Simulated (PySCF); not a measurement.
Isomers of C5H9FN2Si.

All values: PBE0/pcSseg-1 (PySCF) at GFN2-xTB geometries, gas phase, one conformer each.

Question: Rank by HOMO–LUMO gap, highest first.
A. `[N:1]#[C:2][CH2:3][C@@H:4]1[CH2:5][Si@@H:6]([CH2:7][F:8])[NH:9]1` with C2–C3–C4–C5 -67°, C5–Si6–C7–F8 179°, C3–C4–C5–Si6 -107°, C4–C5–Si6–C7 -119°, C5–Si6–N9–C4 10°, C3–C4–N9–Si6 106°
B. `[CH3:1][C@H:2]([NH:3][SiH3:4])/[C:5]([C:6]#[N:7])=[CH:8]/[F:9]` with C1–C2–N3–Si4 152°, C1–C2–C5–C6 -65°
C. `[CH3:1][CH2:2][c:3]1[c:4]([F:5])[cH:6][n:7][n:8]1[SiH3:9]` with C1–C2–C3–C4 87°
D. `[N:1]#[C:2][C@@H:3]1[CH2:4][CH2:5][C@H:6]1[NH:7][SiH2:8][F:9]` with C5–C6–N7–Si8 -162°, C6–N7–Si8–F9 -179°, C2–C3–C4–C5 -131°, C3–C4–C5–C6 13°, C4–C5–C6–N7 -134°, C2–C3–C6–C5 132°
E. `[CH3:1][SiH2:2][n:3]1[n:4][cH:5][c:6]([F:7])[c:8]1[CH3:9]` with C1–Si2–N3–N4 0°

Answer: D (7.36 eV), A (7.19 eV), E (7.04 eV), C (6.91 eV), B (6.19 eV).

Question: Rank by LUMO energy, highest first.
A. `[CH3:1][CH2:2][c:3]1[c:4]([F:5])[cH:6][n:7][n:8]1[SiH3:9]` with C1–C2–C3–C4 87°
B. `[CH3:1][C@H:2]([NH:3][SiH3:4])/[C:5]([C:6]#[N:7])=[CH:8]/[F:9]` with C1–C2–N3–Si4 152°, C1–C2–C5–C6 -65°
C. `[CH3:1][SiH2:2][n:3]1[n:4][cH:5][c:6]([F:7])[c:8]1[CH3:9]` with C1–Si2–N3–N4 0°
D. `[N:1]#[C:2][CH2:3][C@@H:4]1[CH2:5][Si@@H:6]([CH2:7][F:8])[NH:9]1` with C2–C3–C4–C5 -67°, C5–Si6–C7–F8 179°, C3–C4–C5–Si6 -107°, C4–C5–Si6–C7 -119°, C5–Si6–N9–C4 10°, C3–C4–N9–Si6 106°

Answer: C (0.27 eV), A (0.09 eV), D (-0.06 eV), B (-1.32 eV).

Question: Rank by the lowest Hirshfeld charge on any atom, highest value first.
A. `[CH3:1][SiH2:2][n:3]1[n:4][cH:5][c:6]([F:7])[c:8]1[CH3:9]` with C1–Si2–N3–N4 0°
B. `[N:1]#[C:2][CH2:3][C@@H:4]1[CH2:5][Si@@H:6]([CH2:7][F:8])[NH:9]1` with C2–C3–C4–C5 -67°, C5–Si6–C7–F8 179°, C3–C4–C5–Si6 -107°, C4–C5–Si6–C7 -119°, C5–Si6–N9–C4 10°, C3–C4–N9–Si6 106°
C. `[CH3:1][CH2:2][c:3]1[c:4]([F:5])[cH:6][n:7][n:8]1[SiH3:9]` with C1–C2–C3–C4 87°
D. `[CH3:1][C@H:2]([NH:3][SiH3:4])/[C:5]([C:6]#[N:7])=[CH:8]/[F:9]` with C1–C2–N3–Si4 152°, C1–C2–C5–C6 -65°

Answer: C (-0.147 e), A (-0.207 e), D (-0.231 e), B (-0.248 e).

All values together:

```
                    SMILES  μ (D)  HOMO (eV)  LUMO (eV)  lowest IAO charge (e)  highest IAO charge (e)  lowest Hirshfeld charge (e)  highest Hirshfeld charge (e)
 N#CC[C@@H]1C[Si@@H](CF)N1   2.51      -7.25      -0.06             -0.685 (N)             +1.022 (Si)                   -0.248 (N)                   +0.408 (Si)
        C[SiH2]n1ncc(F)c1C   2.52      -6.77       0.27             -0.711 (C)             +0.905 (Si)                   -0.207 (C)                   +0.404 (Si)
        CCc1c(F)cnn1[SiH3]   2.64      -6.82       0.09             -0.412 (C)             +0.755 (Si)                   -0.147 (N)                   +0.383 (Si)
C[C@H](N[SiH3])/C(C#N)=C/F   4.67      -7.51      -1.32             -0.673 (N)             +0.746 (Si)                   -0.231 (N)                   +0.350 (Si)
N#C[C@@H]1CC[C@H]1N[SiH2]F   3.62      -7.36       0.00             -0.683 (N)             +1.216 (Si)                   -0.243 (N)                   +0.461 (Si)
        Cc1c(CF)cnn1[SiH3]   2.14      -6.93       0.09             -0.441 (C)             +0.755 (Si)                   -0.153 (N)                   +0.383 (Si)
      Cc1nn([SiH3])c(C)c1F   2.16      -6.74       0.23             -0.440 (C)             +0.758 (Si)                   -0.151 (N)                   +0.381 (Si)
```

Conformers: `[N:1]#[C:2][CH2:3][C@@H:4]1[CH2:5][Si@@H:6]([CH2:7][F:8])[NH:9]1` with C2–C3–C4–C5 -67°, C5–Si6–C7–F8 179°, C3–C4–C5–Si6 -107°, C4–C5–Si6–C7 -119°, C5–Si6–N9–C4 10°, C3–C4–N9–Si6 106°; `[CH3:1][SiH2:2][n:3]1[n:4][cH:5][c:6]([F:7])[c:8]1[CH3:9]` with C1–Si2–N3–N4 0°; `[CH3:1][CH2:2][c:3]1[c:4]([F:5])[cH:6][n:7][n:8]1[SiH3:9]` with C1–C2–C3–C4 87°; `[CH3:1][C@H:2]([NH:3][SiH3:4])/[C:5]([C:6]#[N:7])=[CH:8]/[F:9]` with C1–C2–N3–Si4 152°, C1–C2–C5–C6 -65°; `[N:1]#[C:2][C@@H:3]1[CH2:4][CH2:5][C@H:6]1[NH:7][SiH2:8][F:9]` with C5–C6–N7–Si8 -162°, C6–N7–Si8–F9 -179°, C2–C3–C4–C5 -131°, C3–C4–C5–C6 13°, C4–C5–C6–N7 -134°, C2–C3–C6–C5 132°; `[CH3:1][c:2]1[c:3]([CH2:4][F:5])[cH:6][n:7][n:8]1[SiH3:9]` with C2–C3–C4–F5 -55°.
